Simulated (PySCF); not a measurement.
**Löwdin shares of the frontier orbitals**

C8H8O.
Structure used (GFN2-xTB), in Å, numbered top down from 1:
```xyz
17
C8H8O angstrom
C      3.5019    0.0819   -0.6052
C      2.1944   -0.0940   -0.7031
O      1.4222   -0.3101    0.3950
C      0.0676   -0.1437    0.3186
C     -0.6966   -0.8463    1.2484
C     -2.0704   -0.7149    1.2547
C     -2.6981    0.1131    0.3376
C     -1.9383    0.8217   -0.5752
C     -0.5592    0.7040   -0.5882
H      3.9897    0.1037    0.3523
H      4.1087    0.1970   -1.4824
H      1.6854   -0.1246   -1.6606
H     -0.1904   -1.4879    1.9527
H     -2.6548   -1.2656    1.9764
H     -3.7730    0.2104    0.3398
H     -2.4184    1.4812   -1.2829
H      0.0224    1.2859   -1.2878
```

Method used: PySCF, TDDFT CAM-B3LYP/def2-SVPD, vertical, gas phase, core orbitals frozen in the response.

Frontier orbitals with the atoms that hold most of them (Löwdin shares over 4%, at most four atoms; ? is withheld):

```
orbital  ε (eV)                            atoms
 LUMO+2    1.51  C8 11%, C2 10%, H17 10%, C9 10%
 LUMO+1    0.83   C4 18%, C7 17%, C8 11%, C5 10%
   LUMO       ?                                ?
   HOMO   -7.71                                ?
 HOMO-1   -8.78   C9 21%, C6 21%, C5 20%, C8 19%
 HOMO-2   -9.10   C1 22%, C2 21%, C7 11%, C4 10%
 HOMO-3  -11.17   O3 16%, C4 11%, C9 10%, C8 10%
```

(1) Give the leading atoms of the HOMO.

(2) Which atoms hold the LUMO, and with what shares?

(3) What is the LUMO energy, and the HOMO–LUMO gap?

## Answers

(1) O3 (bonded to 2 C) 21%; C1 (bonded to C and 2 H) 15%; C7 (bonded to 2 C and H) 13%; C4 (bonded to 2 C and O) 10%. By element: carbon 39% or more, oxygen 21%.

(2) C6 (bonded to 2 C and H) 19%; C9 (bonded to 2 C and H) 18%; C8 (bonded to 2 C and H) 17%; C5 (bonded to 2 C and H) 16%.

(3) ε(LUMO) = 0.67 eV; the gap is 8.38 eV (0.3081 hartree).

Question: How does S1 compare with the orbital gap of 8.38 eV?

Answer: S1 is at 5.25 eV (f = 0.023), 3.13 eV below the gap, made of HOMO→LUMO (72%), HOMO-1→LUMO+1 (19%). 

Question: Give energy, strength and leading configuration of S1 and S2, and follow the Löwdin shares of the leading atoms from the occupied to the empty orbital.

Answer: 
- S1 (5.25 eV, f 0.023), HOMO→LUMO (72%): O3 21% → at most 16%, C1 15% → at most 16%, C6 at most 11% → 19%, C9 at most 11% → 18%
- S2 (5.78 eV, f 0.338), HOMO→LUMO+1 (87%): O3 21% → at most 10%, C1 15% → at most 10%, C4 10% → 18%, C7 13% → 17%

One conformer stands for the species.
